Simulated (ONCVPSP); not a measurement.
An all-electron radial function and its pseudo partner (phosphorus)

Columns: radius, all-electron u(r) and pseudo u(r) of the 3s shell (level -13.97 eV) of phosphorus in the configuration [Ne] 3s2 3p3; PBE, scalar-relativistic, ONCV scheme, ONCVPSP 4.0.1.

```
r (bohr)  all-electron  pseudo
   0.098        0.1234  0.0196
   0.195       -0.1726  0.0430
   0.292       -0.3490  0.0737
   0.390       -0.3642  0.1144
   0.488       -0.2692  0.1657
   0.585       -0.1196  0.2266
   0.682        0.0483  0.2959
   0.780        0.2135  0.3719
   0.878        0.3617  0.4508
   0.975        0.4862  0.5283
   1.072        0.5872  0.6014
   1.170        0.6664  0.6670
   1.268        0.7244  0.7210
   1.365        0.7629  0.7602
   1.463        0.7851  0.7842
   1.560        0.7929  0.7929
   1.658        0.7893  0.7892
   1.755        0.7764  0.7763
   1.852        0.7562  0.7562
   1.950        0.7302  0.7302
   2.047        0.7005  0.7005
   2.145        0.6677  0.6677
   2.242        0.6335  0.6335
   2.340        0.5981  0.5981
   2.438        0.5625  0.5625
   2.535        0.5275  0.5275
```

**Question.** How many radial nodes do the two functions have?

**Answer.** The all-electron 3s function has n − l − 1 = 2; the pseudo-wave has 0, since the states of the same l below it are removed with the core.

**Question.** At about which radius was the pseudo-wave matched?

**Answer.** 1.60 bohr, where the columns begin to agree (steps of 0.10 bohr).

**Question.** Is the pseudo-wave norm-conserving?

**Answer.** Yes: the ONCV scheme keeps the norm inside the radius equal to the all-electron one, which fixes the energy derivative of the logarithmic derivative at the level.
